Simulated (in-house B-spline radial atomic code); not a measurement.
Atomic self-consistent-field run: neutral praseodymium. Method: Dirac-Hartree-Fock, average of configuration, Fermi nucleus of rms radius 4.8919 fm, inside a hard spherical wall at 9.1 bohr. Calculated with an all-electron radial atomic-structure program (B-spline basis).

Command:
```bash
python run_scf.py task.json out
```
Settings (nuclear radius in fm, mass in u):
```
Z                59
configuration    [Kr] 4d9 4f4 5s2 5p6 6s2
hamiltonian      dirac
method           hf
spin_polarised   False
nucleus          fermi
rms_radius       4.8919
atomic_mass      140.90766
speed_of_light   137.035999084
wall_radius      9.1
```

Output (hartree, bohr):
```
 radial grid: 65 intervals, B-splines of order 8, outer radius 9.1 bohr

 iter        energy (Eh)    residual
    1       -9220.752594    6.11e-01
    2       -9224.714980    5.10e-01
    3       -9233.403155    1.05e-01
    4       -9233.878971    2.83e-02
    5       -9233.929811    5.33e-03
    6       -9233.932877    3.53e-03
    7       -9233.933343    1.09e-03
    8       -9233.933478    7.31e-04
    9       -9233.933502    5.04e-05
   10       -9233.933502    1.93e-05
   11       -9233.933502    2.36e-06
   12       -9233.933502    6.15e-08

 total energy                     -9233.93350
 kinetic                            9931.2988
 electron-nucleus                 -22532.4257
 electron-electron                  3367.1934

 first-order corrections (not in the total)
   Gaunt                             8.7485
   retardation                      -0.9131
   frequency dependence             -0.1032
   self-energy                       6.0373
   Uehling                          -0.9036
   Wichmann-Kroll                    0.0249

 orbital      occ     eigenvalue          <r>       <r^2>       <1/r>       r_max    small
 1s1/2      2.000     -1552.1731    0.0240893 0.000789367     64.6852     0.01541  4.78e-02
 2s1/2      2.000      -253.9131     0.102453   0.0124486     15.3027      0.0873  1.04e-02
 2p1/2      2.000      -239.3579    0.0861334  0.00915008     15.2428     0.06658  1.04e-02
 2p3/2      4.000      -221.5765    0.0923959   0.0103986     13.7646     0.07189  9.79e-03
 3s1/2      2.000       -56.5886     0.270733   0.0838848     5.55422      0.2485  3.24e-03
 3p1/2      2.000       -50.3758      0.26088   0.0791001     5.45627      0.2358  3.17e-03
 3p3/2      4.000       -46.7680      0.27288   0.0863496      5.0901      0.2471  3.00e-03
 3d3/2      4.000       -36.0686     0.244773   0.0706536     4.93936      0.1986  2.86e-03
 3d5/2      6.000       -35.3012     0.248565   0.0727217     4.84629      0.2018  2.80e-03
 4s1/2      2.000       -12.0159     0.621322    0.435098     2.27994      0.5781  9.78e-04
 4p1/2      2.000        -9.5931     0.639994    0.465295     2.17273      0.5874  9.09e-04
 4p3/2      4.000        -8.8088     0.665988    0.503704     2.05841      0.6109  8.57e-04
 4d3/2      3.600        -4.8365     0.720117    0.601283     1.83761       0.631  7.09e-04
 4d5/2      5.400        -4.6970     0.729895    0.617543      1.8076      0.6392  6.94e-04
 4f5/2      1.714        -0.3568      1.05306     1.46077     1.25664      0.6896  3.64e-04
 4f7/2      2.286        -0.3445       1.0646     1.49642     1.24496      0.6948  3.59e-04
 5s1/2      2.000        -1.7968      1.52358     2.60759    0.861717        1.36  1.96e-04
 5p1/2      2.000        -1.0627      1.71564      3.3394    0.759717        1.49  1.56e-04
 5p3/2      4.000        -0.9509      1.80185     3.68698    0.718005       1.558  1.42e-04
 6s1/2      2.000        -0.1571      4.43219     21.6136    0.273164       3.992  2.00e-05
```

Cost of the run: 1.6 s on 1 thread of Arm Neoverse V1, with other jobs on the host.

For the Dirac Hamiltonian the kinetic term is c α·p + (β - 1)c².
